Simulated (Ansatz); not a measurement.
Computed with Ansatz on PBE0-D4/def2-TZVP structures; ΔE is electronic, products minus reactants. CCSD(T)/CBS adds triple-zeta CCSD(T) − MP2 to the extrapolated MP2 energy (def2 sets, frozen cores). This one scheme is used for every species. Each species was taken in one conformer, which may not be the lowest.

`F[SiH2]OBS` + `[AlH2][SH]` → `F[SiH2][S][AlH2]` + `OBS`  (ligand exchange at the Si–O bond)

`F[SiH2]OBS`:

Z-matrix (Å, degrees):
```
Si
O 1 1.624
F 1 1.598 2 110.2
H 1 1.475 2 108.7 3 117.8
H 1 1.475 2 108.7 3 -117.8
B 2 1.353 1 147.3 3 0.2
S 6 1.800 2 125.3 1 0.0
H 6 1.195 2 119.1 1 180.0
H 7 1.345 6 98.3 2 -0.0
```

`[AlH2][SH]`:

```xyz
5

Al    0.578    0.251    0.167
S    -1.263    0.074   -0.990
H     1.573    1.399   -0.262
H     0.829   -0.756    1.359
H    -1.717   -0.969   -0.273
```

`F[SiH2][S][AlH2]`:

```xyz
8

F    -0.689   -0.270    2.055
Si    0.262   -0.986    0.987
S    -0.631   -0.964   -0.932
Al   -0.362    1.160   -1.392
H     1.552   -0.261    1.006
H     0.414   -2.400    1.393
H     0.441    2.056   -0.369
H    -0.987    1.666   -2.749
```

`OBS`:

Z-matrix (Å, degrees):
```
B
S 1 1.813
O 1 1.351 2 121.4
H 1 1.193 2 120.6 3 -180.0
H 2 1.340 1 96.0 3 180.0
H 3 0.961 1 115.3 2 0.0
```

| species | CCSD/def2-TZVPP energy (Eh) |
| --- | --- |
| `F[SiH2]OBS` | -889.00553 |
| `[AlH2][SH]` | -641.54715 |
| `F[SiH2][S][AlH2]` | -1031.02767 |
| `OBS` | -499.50867 |

Problem. Work out ΔE.

Solution. ΔE = (-1031.02767) + (-499.50867) − (-889.00553) − (-641.54715) = 0.01634 Eh = +42.9 kJ/mol. CCSD(T)/CBS gives +36.8 kJ/mol.

Largest T1 diagnostic among the species: 0.013.

In def2-TZVPP, CCSD(T) changes the Hartree–Fock value by −16.8 kJ/mol (the triples alone add −3.4 kJ/mol) and MP2 by −20.6 kJ/mol. From PBE to PBE0 (25 % exact exchange), in def2-TZVPP and without D4, ΔE moves by +3.7 kJ/mol.
